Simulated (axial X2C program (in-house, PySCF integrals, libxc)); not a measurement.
MgTi: cheaper levels and CCSD(T), two-component

All values were computed with an in-house relativistic program for diatomic molecules. Two-component (2c) means X2C with spin–orbit coupling and atomic mean-field two-electron Coulomb and Gaunt terms. Basis: Ti dyall-cv3z [10s10p6d4f2g], Mg dyall-cv3z [9s8p6d3f] (cores contracted in-house); Gaussian nuclei, density fitting, unrestricted open shells. Masses: Ti 47.948 u, Mg 23.985 u.

State: Ω = 4 (⟨Sz⟩ = 2.00, ⟨Lz⟩ = 2.00 at HF); fragments Ti + Mg.

```csv
level,Re (Å),ωe (cm⁻¹)
PBE0,2.956,167.9
MP2,2.951,141.6
CCSD,2.986,143.5
TPSSh,2.928,180.1
```

Correlated methods: 14 electrons correlated (number of frozen shells: Ti 2 s, 1 p; Mg 2 s, 1 p), 326 virtual spin orbitals or spinors in MP2, 90 natural virtuals in coupled cluster.

CCSD(T), same Hamiltonian and basis:

Re = 2.885 Å, ωe = 175.5 cm⁻¹; T1 = 0.032 (Lee–Taylor normalisation).

Question: Give the differences from CCSD(T) in the columns below.

Answer: 

```json
{"level": "PBE0", "ΔRe (Å)": "0.071", "Δωe (cm⁻¹)": "-7.6"}
{"level": "MP2", "ΔRe (Å)": "0.066", "Δωe (cm⁻¹)": "-33.9"}
{"level": "CCSD", "ΔRe (Å)": "0.101", "Δωe (cm⁻¹)": "-32.0"}
{"level": "TPSSh", "ΔRe (Å)": "0.043", "Δωe (cm⁻¹)": "4.6"}
```

The state is one determinant whose occupation by symmetry is held fixed; it was picked as the lowest of a PBE0 search that is not exhaustive. De is not given where an atomic determinant may have missed its ground term or J level, or where the truncated virtual space spoils (T). Density functionals use the spin component along the axis (collinear). Coupled cluster ran in a truncated set of natural virtual spinors; the MP2 energy of the rest was added. (T) has no such correction and the atoms are truncated less, which lowers De at CCSD(T) by a hundredth of an eV or more. PBE0 can misorder states that lie within some tenths of an eV, so this need not be the ground state of the molecule. The nearest other 2c determinant of the search, Ω = 2, lies 0.25 eV up at the distance of the search. Without a current term, density functionals place determinants with orbital angular momentum somewhat too high. The spin of this state cannot come from the lowest atoms; the curve heads to a higher limit, and no De is given. With several unpaired electrons one determinant need not be a pure state. Open-shell Ω = 0 determinants with evenly filled partner blocks cannot be reached by this program, so the Ω shown need not be the lowest component. The levels of this run spread widely (ωe from 142 to 180 cm⁻¹), so these constants depend on the method.
